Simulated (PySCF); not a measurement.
## Where the electron goes

Compound: C4H6N2O2Si.
Geometry (PBE0-D3(BJ)/def2-SVP, Å), atoms numbered from 1 in this order:
```
atom  x, y, z in Å
O1     1.4272   -1.5535    0.3515
C2     1.6256   -0.3982    0.0267
O3     2.8422    0.1057   -0.1647
C4     0.5427    0.5426   -0.1797
C5     0.4684    1.8756   -0.5362
N6    -0.8280    2.2719   -0.5818
C7    -1.5289    1.2044   -0.2617
N8    -0.7602    0.1122   -0.0027
Si9   -1.3185   -1.5324    0.4849
H10    3.4713   -0.6118    0.0055
H11    1.2962    2.5484   -0.7572
H12   -2.6173    1.1667   -0.2013
H13   -0.8606   -1.8737    1.8532
H14   -2.7986   -1.3272    0.5005
H15   -0.9795   -2.5472   -0.5415
```

Computed, not measured: TDDFT CAM-B3LYP/def2-SVPD, vertical, gas phase, core orbitals frozen in the response (PySCF).

Kohn–Sham orbitals with the atoms that hold most of them (Löwdin shares over 4%, at most four atoms; ? is withheld):

```
orbital  ε (eV)                               atoms
 HOMO-3  -10.40      O1 44%, Si9 11%, N6 10%, O3 8%
 HOMO-2   -9.92       N6 30%, N8 29%, C5 13%, C7 7%
 HOMO-1   -9.57        N6 57%, O1 12%, C5 9%, C7 8%
   HOMO       ?                                   ?
   LUMO   -0.39                                   ?
 LUMO+1    0.79    O3 21%, C2 16%, Si9 15%, H10 10%
 LUMO+2    1.19  Si9 51%, H14 12%, H13 12%, H15 12%
```

Task: Give the leading atoms of the HOMO.

Result: C4 (bonded to 2 C and N) 28%; C5 (bonded to C, N and H) 19%; C7 (bonded to 2 N and H) 19%; N8 (bonded to 2 C and Si) 9%. By element: carbon 66% or more, nitrogen 9% or more.

Task: Give the leading atoms of the LUMO.

Result: C2 (bonded to C and 2 O) 22%; O1 (bonded to C) 16%; C5 (bonded to C, N and H) 14%; C7 (bonded to 2 N and H) 10%. By element: carbon 46% or more, oxygen 16% or more.

Task: What is the HOMO energy, and the HOMO–LUMO gap?

Result: ε(HOMO) = -8.60 eV; the gap is 8.21 eV (0.3018 hartree).

Task: The HOMO–LUMO gap is 8.21 eV. Where does the response calculation put the lowest singlet, and from which orbitals?

Result: S1 is at 5.40 eV (f = 0.290), 2.82 eV below the gap, made of HOMO→LUMO (95%). Without the coupling terms of the response equations the lowest excitation would equal the gap.

Task: Give energy, strength and leading configuration of S1, S2, S4 and S5, and follow the Löwdin shares of the leading atoms from the occupied to the empty orbital.

Result: 
- S1 (5.40 eV, f 0.290), HOMO→LUMO (95%): C4 28% → at most 11%, C5 19% → 14%, C2 at most 9% → 22%, O1 at most 9% → 16%
- S2 (5.41 eV, f 0.0002), HOMO-1→LUMO (81%): N6 57% → at most 11%, O1 12% → 16%, C2 at most 8% → 22%
- S4 (6.32 eV, f 0.044), HOMO-2→LUMO (82%): N6 30% → at most 11%, N8 29% → at most 11%, C2 at most 8% → 22%, O1 at most 8% → 16%
- S5 (6.71 eV, f 0.0008), HOMO→LUMO+1 (80%): C4 28% → at most 11%, C5 19% → at most 11%, O3 at most 9% → 21%, C2 at most 9% → 16%

Löwdin shares depend on the basis, the more so with diffuse functions.

On an Arm Neoverse V1 with one thread, no GPU (shared host), this took 5.7 min wall (with the writing of density and orbital grids) and 1.3 GiB of memory at its peak.

One conformer stands for the species.
